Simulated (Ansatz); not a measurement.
Born–Oppenheimer molecular dynamics of CH6N2Si (10 atoms, charge 0, multiplicity 1). It starts at the highest image of a converged band. Of that band: The profile has 3 maxima (images 1, 5, 7) with wells between them (images 2, 6): this band takes more than one step, which may be the mechanism or a detour left from its start path. Neighbouring images differ by up to 2.0 eV, so the band resolves the path poorly. A vibrational analysis at the climbing image gives one clearly imaginary mode, 1302i cm⁻¹: a first-order saddle point.

All numbers below come from Ansatz, RKS PBE0-D4/6-31G*.

```
ensemble                      : NVE (velocity Verlet)
time step                     : 0.5 fs
steps asked                   : 200
starting velocities drawn for : 300 K
seed                          : 11401
```

First frame:

```xyz
10
Properties=species:S:1:pos:R:3
C -1.593 0.783 -0.547
N -0.415 0.389 -0.319
Si 0.603 -0.855 0.617
N 1.842 0.021 -0.069
H -1.778 1.646 -1.189
H -2.458 0.277 -0.114
H 0.193 -0.768 2.058
H 0.170 -2.217 0.160
H 0.676 0.745 -0.613
H 2.843 -0.073 0.020
```

(1) How far do the bonds stretch over the last three quarters of this one trajectory? (Pairs bonded in most of those frames.)

## Answers

(1) 
```json
{"bond": "C1–N2", "mean (Å)": "1.273", "spread (Å)": "0.017", "shortest": "1.25", "longest": "1.30"}
{"bond": "C1–H5", "mean (Å)": "1.090", "spread (Å)": "0.005", "shortest": "1.08", "longest": "1.10"}
{"bond": "C1–H6", "mean (Å)": "1.090", "spread (Å)": "0.004", "shortest": "1.08", "longest": "1.10"}
{"bond": "N2–Si3", "mean (Å)": "1.930", "spread (Å)": "0.049", "shortest": "1.84", "longest": "2.01"}
{"bond": "N2–H9", "mean (Å)": "1.026", "spread (Å)": "0.016", "shortest": "1.00", "longest": "1.07"}
{"bond": "Si3–N4", "mean (Å)": "1.619", "spread (Å)": "0.021", "shortest": "1.59", "longest": "1.66"}
{"bond": "Si3–H7", "mean (Å)": "1.515", "spread (Å)": "0.022", "shortest": "1.48", "longest": "1.55"}
{"bond": "Si3–H8", "mean (Å)": "1.519", "spread (Å)": "0.045", "shortest": "1.45", "longest": "1.59"}
{"bond": "N4–H10", "mean (Å)": "1.011", "spread (Å)": "0.015", "shortest": "0.99", "longest": "1.04"}
```

Mean temperature of the second half: 249 K. The conserved energy stayed within 0.097 meV per atom of its start (net change 0.029 meV per atom), so the integration is sound. A run of 0.1 ps of so small a system gives no equilibrium averages. The orbitals stay closed-shell, which can raise the energy where a bond breaks towards radicals; this wasn't checked here.

Run time: 10 min on 1 thread of Arm Neoverse V1, with other jobs on the host, peak memory 0.14 GiB.
